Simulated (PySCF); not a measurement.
PySCF input file for MgHCl, SMILES [MgH][Cl], r2SCAN-D4/def2-TZVPD. Geometry optimised at r2SCAN-D4/def2-TZVPD.

```python
import numpy as np
from pyscf import gto, scf, dft, df
from pyscf.hessian import thermo

mol = gto.M(
    atom='''
    Mg    0.00000000    0.00000000    1.18458842
    H     0.00000000    0.00000000    2.87258909
    Cl    0.00000000    0.00000000   -1.00515589
    ''',
    basis='def2-TZVPD',
    charge=0,
    spin=0,
    max_memory=1600,
    verbose=3,
)
mf = dft.RKS(mol, xc='r2scan').density_fit(auxbasis='def2-universal-jkfit')
mf.disp = 'd4'
mf.grids.level = 4
mf.conv_tol = 1e-11
mf.max_cycle = 100
mf.kernel()

# [left out here: the lines that compute and print the analytic Hessian (its translational invariance restored by hand, since the grid's response is missing), thermochemistry and intensities]
```

It prints:

```
converged SCF energy = -660.892334285456

WARN: MGGA Hessian is sensitive to dft grids. grids.level 4 may not be dense enough.


WARN: DFTD4 does not support analytical Hessian, using finite difference.


WARN: Mole.unit (angstrom) is changed to Bohr

Mode                                 0                   1                   2
Irrep
Freq [cm^-1]                      310.1749            310.1749            477.3181
Reduced mass [au]                   1.1494              1.1494             16.7344
Force const [Dyne/A]                0.0652              0.0652              2.2463
Char temp [K]                     446.2726            446.2726            686.7544
Normal mode                   x     y     z       x     y     z       x     y     z
       0  Mg                 0.07  0.00  0.00    0.00 -0.07  0.00    0.00 -0.00 -0.15
       1   H                -0.93 -0.01  0.00   -0.01  0.93  0.00   -0.00  0.00 -0.16
       2  Cl                -0.02 -0.00 -0.00   -0.00  0.02 -0.00   -0.00  0.00  0.11
Mode                                 3
Irrep
Freq [cm^-1]                     1670.2035
Reduced mass [au]                   1.0501
Force const [Dyne/A]                1.7259
Char temp [K]                    2403.0509
Normal mode                   x     y     z
       0  Mg                -0.00  0.00  0.04
       1   H                 0.00 -0.00 -0.97
       2  Cl                 0.00 -0.00 -0.00
temperature 298.1500 [K]
pressure 101325.00 [Pa]
Rotational constants [GHz] inf 6.48054 6.48054
Symmetry number 1
Zero-point energy (ZPE) 0.00631 [Eh]   16555.547 [J/mol]
                           tot       elec      trans        rot        vib
Entropy [J/mol/K]       239.782      0.000    159.967     65.397     14.417
Cv [J/mol/K]             40.241      0.000     12.472      8.314     19.455
Cp [J/mol/K]             48.556      0.000     20.786      8.314     19.455
Internal energy [J/mol]                      3718.434   2478.956  19335.974
Internal energy [Eh]   -660.88261  -660.89233
Enthalpy [J/mol]                             6197.391   2478.956  19335.974
Enthalpy [Eh]          -660.88166
Gibbs free energy [J/mol]                  -41496.716 -17019.283  15037.456
Gibbs free energy [Eh] -660.90889
static polarisability / bohr^3: [[39.047 -0.    -0.   ]
 [-0.    39.047 -0.   ]
 [ 0.    -0.    50.516]]
largest difference of analytic and finite-field dipole derivatives / e: 0.0008890677582888973
mode   freq/cm-1   IR/(km/mol)   Raman/(A^4/amu)   depolarisation
   1      310.17       266.952             2.935            0.750
   2      310.17       266.952             2.935            0.750
   3      477.32        52.248            14.871            0.103
   4     1670.20       166.276           273.667            0.069
max |gradient| / (hartree/bohr): 0.00015671362824610933
APT charges: [ 1.0828 -0.442  -0.6474]
```

The calculation finished and met its thresholds.
